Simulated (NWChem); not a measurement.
System: GaN3H6; SMILES [NH2][Ga]([NH2])[NH2]

Here is an NWChem input.

```
start job
memory heap 200 mb stack 900 mb global 1100 mb
geometry units angstroms noautosym nocenter noautoz
  Ga    -0.002342     0.000078    -0.002241
  N     -0.898043     1.586060     0.023955
  H     -1.876089     1.644656    -0.231109
  H     -0.425740     2.456823    -0.185610
  N      1.820970    -0.015312     0.016843
  H      2.326066    -0.849910     0.289085
  H      2.339857     0.810756     0.289118
  N     -0.924393    -1.570786     0.023958
  H     -0.466686    -2.449369    -0.185603
  H     -1.903346    -1.613047    -0.231053
end
basis spherical
  * library def2-svp
end
dft
  xc pbe0
  iterations 150
end
property
  efieldgrad
end
task dft property
```

Excerpt of the output:

```
             Northwest Computational Chemistry Package (NWChem) 7.3.0
             --------------------------------------------------------

                             Geometry "geometry" -> ""
                             -------------------------

 Output coordinates in angstroms (scale by  1.889725989 to convert to a.u.)

  No.       Tag          Charge          X              Y              Z
 ---- ---------------- ---------- -------------- -------------- --------------
    1 Ga                  31.0000    -0.00234200     0.00007800    -0.00224100
    2 N                    7.0000    -0.89804300     1.58606000     0.02395500
    3 H                    1.0000    -1.87608900     1.64465600    -0.23110900
    4 H                    1.0000    -0.42574000     2.45682300    -0.18561000
    5 N                    7.0000     1.82097000    -0.01531200     0.01684300
    6 H                    1.0000     2.32606600    -0.84991000     0.28908500
    7 H                    1.0000     2.33985700     0.81075600     0.28911800
    8 N                    7.0000    -0.92439300    -1.57078600     0.02395800
    9 H                    1.0000    -0.46668600    -2.44936900    -0.18560300
   10 H                    1.0000    -1.90334600    -1.61304700    -0.23105300

 Effective nuclear repulsion energy (a.u.)     289.6324912564

                              NWChem Property Module
                              ----------------------

  itol2e modified to match energy
  convergence criterion.

                                 NWChem DFT Module
                                 -----------------

 Summary of "ao basis" -> "ao basis" (spherical)
 ------------------------------------------------------------------------------
       Tag                 Description            Shells   Functions and Types
 ---------------- ------------------------------  ------  ---------------------
 Ga                         def2-svp                12       32   5s4p3d
 N                          def2-svp                 6       14   3s2p1d
 H                          def2-svp                 3        5   2s1p

  itol2e modified to match energy
  convergence criterion.

[...]

          -----------------------
          Electric field gradient
          -----------------------

 1 a.u. = 0.324123 10**(16) esu/cm**3  ( or statvolts/cm**2 ) = 0.97174 10**(22) v/m**2

 ------------------------------------------------------------
   Atom      X         Y         Z
 ------------------------------------------------------------
    1 Ga  -0.00443   0.00015  -0.00423
 ------------------------------------------------------------

 Electric field gradient in molecular frame (a.u.)
         XX             YY             ZZ             XY             XZ             YZ
 ------------------------------------------------------------------------------------------
        0.711775       0.724815      -1.436590      -0.000111       0.226303      -0.001918

 Principal components (a.u.) and orientation
 of principal axis w.r.t. absolute frame                      Asymmetry parameter eta
 --------------------------------------------------------------------------------------
       -1.460171       0.735363       0.724808                       0.007229

       -0.103632       0.994185       0.029256
        0.000868      -0.029324       0.999570
        0.994615       0.103613       0.002176

 ------------------------------------------------------------
   Atom      X         Y         Z
 ------------------------------------------------------------
    2 N   -1.69706   2.99722   0.04527
 ------------------------------------------------------------

 Electric field gradient in molecular frame (a.u.)
         XX             YY             ZZ             XY             XZ             YZ
 ------------------------------------------------------------------------------------------
       -0.511622      -0.351820       0.863442      -0.141538      -0.146731       0.178568

 Principal components (a.u.) and orientation
 of principal axis w.r.t. absolute frame                      Asymmetry parameter eta
 --------------------------------------------------------------------------------------
        0.908550      -0.595290      -0.313259                       0.310419

       -0.116567       0.873041      -0.473510
        0.152143       0.486830       0.860145
        0.981461       0.028223      -0.189575

 ------------------------------------------------------------
   Atom      X         Y         Z
 ------------------------------------------------------------
    3 H   -3.54529   3.10795  -0.43673
 ------------------------------------------------------------

 Electric field gradient in molecular frame (a.u.)
         XX             YY             ZZ             XY             XZ             YZ
 ------------------------------------------------------------------------------------------
       -0.379891       0.177776       0.202115       0.025651      -0.156636       0.019142

 Principal components (a.u.) and orientation
 of principal axis w.r.t. absolute frame                      Asymmetry parameter eta
 --------------------------------------------------------------------------------------
       -0.420828       0.243923       0.176905                       0.159254

        0.968272      -0.232058       0.092729
       -0.049326       0.186289       0.981256
        0.244982       0.954697      -0.168932

 ------------------------------------------------------------
   Atom      X         Y         Z
 ------------------------------------------------------------
    4 H   -0.80453   4.64272  -0.35075
 ------------------------------------------------------------

[...]
```

Level: PBE0/def2-SVP. Structure relaxed at the PBE0/def2-SVP level. NWChem prints the field gradient with the sign opposite to the second derivative of the potential.
